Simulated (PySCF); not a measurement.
## Two-component Hartree-Fock for Os⁶⁷⁺ (osmium, charge +67)

Start: [He] 2s2 2p5; 2p1/2 filled at m_j = -1/2, +1/2; 2p3/2 filled at m_j = -1/2, +1/2, +3/2. Calculated with PySCF 2.14 in an even-tempered Gaussian basis (16 s from 52 bohr⁻², ratio 2.4; 13 p from 68 bohr⁻², ratio 2.4; 5 d from 230 bohr⁻², ratio 2.6; 4 f from 350 bohr⁻², ratio 2.6): generalised Hartree-Fock with the X2C-1e Hamiltonian and a Gaussian nucleus; one run each with spin-orbit coupling (SO) switched off, then screened by Boettger's factors.

```csv
spinor shell,electrons,"ε, spin-free (eV)","ε, screened SO (eV)",weight of nominal j (screened SO),"rms radius, screened SO (bohr)"
1s1/2,2,-80741.9,-80708.1,1.000,0.0200
2s1/2,2,-18983.9,-18974.3,1.000,0.0792
2p1/2,2,-17388.4,-18529.9,1.000,0.0669
2p3/2,3,-17388.4,-16927.9,1.000,0.0740
```

| quantity | spin-free | screened SO |
| --- | --- | --- |
| E (hartree) | -11101.19560 | -11135.78950 |
| M_J | 3/2 | 3/2 |
| ⟨J²⟩ | 3.750 | 3.750 |
| ⟨L²⟩ | 2.000 | 2.029 |
| ⟨S²⟩ | 0.750 | 0.779 |

Each row is a mean over spinors that exchange with the open shell spreads, by up to 66.923 eV (2s1/2).

Breit and QED terms are absent; they matter most for the inner s and p1/2 levels.

Densities and radii are taken from the X2C orbitals without a picture-change correction, which distorts them close to the nucleus.

Without spin-orbit coupling the j labels of p, d and f shells carry no meaning; the spin-free column gives the mean over the occupied spinors of each nl shell.
